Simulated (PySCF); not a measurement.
**Towards the basis-set limit for InC**

State: ⁴Σ⁻, quartet, unpaired electrons σ ↑, π ↑↑. De refers to In + C. ROHF-based CCSD(T) in PySCF 2.14 with In cc-pwCVDZ-PP with ECP28, C aug-cc-pVDZ and In cc-pwCVTZ-PP with ECP28, C aug-cc-pVTZ (frozen core orbitals: 5; scalar-relativistic core potentials). Correlation energies are extrapolated as n⁻³ (n = 2, 3), Hartree–Fock as (n+1)·exp(−9√n).

```tsv
Level	Re (Å)	ωe (cm⁻¹)	ωexe (cm⁻¹)	αe (cm⁻¹)	De (eV)
CCSD(T)/DZ	2.2302	457.4	2.55	0.00270	2.618
CCSD(T)/TZ	2.2042	479.5	2.62	0.00262	2.761
HF/CBS	2.2323	481.4	2.73	0.00255	2.145
MP2/CBS	2.2038	480.3	2.48	0.00253	2.776
CCSD/CBS	2.1998	486.5	2.61	0.00257	2.680
CCSD(T)/CBS	2.1976	484.8	2.61	0.00260	2.808
```

Task: How much is left between CCSD(T)/TZ and the basis-set limit, and how much do the triples give at the limit?

Result: CCSD(T)/CBS less CCSD(T)/TZ: -6.6 mÅ in Re, +5.3 cm⁻¹ in ωe and +0.047 eV in De. CCSD(T)/CBS less CCSD/CBS: -2.2 mÅ in Re, -1.7 cm⁻¹ in ωe and +0.128 eV in De.

The T1 diagnostic is 0.033. The state was picked by a PBE0 search and need not be the measured ground state. Spin–orbit coupling, excitations beyond (T) and corrections to the Born–Oppenheimer picture are left out, and spin–orbit coupling matters for open p, d or f shells this heavy.

The whole job (state search and all basis sets along the bond) took about 49 min on 4 threads of Arm Neoverse V1 (shared host), peak memory 12 GiB.
